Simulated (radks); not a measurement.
Excited configurations of Ni IV: one electron is placed in a higher orbital outside [Ar] 3d6. The ground configuration is [Ar] 3d7. All-electron calculation, non-relativistic Kohn-Sham, LDA (Slater exchange, Perdew-Wang correlation), spin-polarised, spherical densities, point nucleus; open shells are filled with parallel spins first. Program: a radial shooting solver on a logarithmic mesh with Libxc functionals. Excitation = E - E(ground); binding = E(ion) - E, where the ion is the core of charge +4; n* = 4/sqrt(2 binding) in atomic units, and the quantum defect is n - n*.

outer orbital  excitation (eV)  binding (eV)     n*  quantum defect  eigenvalue (eV)  <r> (bohr)
4p                      22.110        33.726  2.541           1.459          -29.472       2.305
5p                      38.525        17.311  3.546           1.454          -15.423       4.618
6f                      49.348         6.488  5.792           0.208           -5.765       11.30
7s                      47.902         7.934  5.238           1.762           -7.173       10.51
7p                      48.646         7.190  5.502           1.498           -6.491       11.38

Estimate the row for 6p.

Answer. excitation (eV) 45.223; binding (eV) 10.613; n* 4.529; quantum defect 1.471; eigenvalue (eV) -9.533; <r> (bohr) 7.637. The Delta-SCF ionisation energy is 55.836 eV (NIST Atomic Spectra Database: 54.9 eV, semi-empirical). Self-interaction in the functional shifts the binding energies and quantum defects, so they are the method's values and not measured ones. Open shells are spherical and high-spin; term and fine-structure splittings are not resolved.
